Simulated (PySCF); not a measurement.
Compound: C₄H₄NO₃S (doublet state).
Structure used (GFN2-xTB), in Å, numbered top down from 1:
```xyz
13
C4H4NO3S angstrom
O      2.1208   -1.4959   -0.9970
S      1.8638   -0.3958   -0.1377
O      2.3923   -0.3943    1.1956
O      2.3246    0.9390   -0.8739
C      0.1262   -0.1318    0.0557
C     -0.9378   -1.0771   -0.0300
C     -2.0790   -0.3271    0.0565
C     -1.6428    1.0198    0.3230
N     -0.3178    1.0972    0.3207
H      2.3163    1.6692   -0.2510
H     -0.8198   -2.1210   -0.2344
H     -3.0975   -0.6592    0.0203
H     -2.2535    1.8775    0.5343
```

The hyperfine couplings belong to this conformer and change with its torsions.

As a line formula: `C1=CC=C([N]1)S(=O)(=O)O` [radical].

Computed, not measured: UKS B3LYP, pcH-1 on C H N O S, non-relativistic, mean-field spin-orbit, GIAO in PySCF. One conformer (not necessarily the lowest) at the GFN2-xTB geometry, without solvent, vibrations or thermal averaging. A GFN2-xTB geometry isn't a minimum of the functional, and hyperfine couplings can be far from their values at a DFT geometry. No stability test was run, so a lower SCF solution isn't excluded.

The largest Mulliken spin populations are on C5 (+0.50), C8 (+0.48), N9 (-0.14) and C7 (+0.13).

Task: Test a(H) = Q·ρ(C) for the protons on planar carbons with a spin population beyond ±0.08.

Result: 
| H | C | ρ(C) | a(H) (G) | a/ρ (G) |
| --- | --- | --- | --- | --- |
| H12 | C7 | +0.127 | -3.97 | -31.2 |
| H13 | C8 | +0.477 | -12.32 | -25.8 |

A least-squares line through the origin gives Q = -26.2 G with Mulliken populations. In McConnell's picture π spin on carbon polarises the C–H bond and leaves opposite spin at the proton, which makes Q negative, as found here.

Couplings in gauss use g_iso = 2.0023.
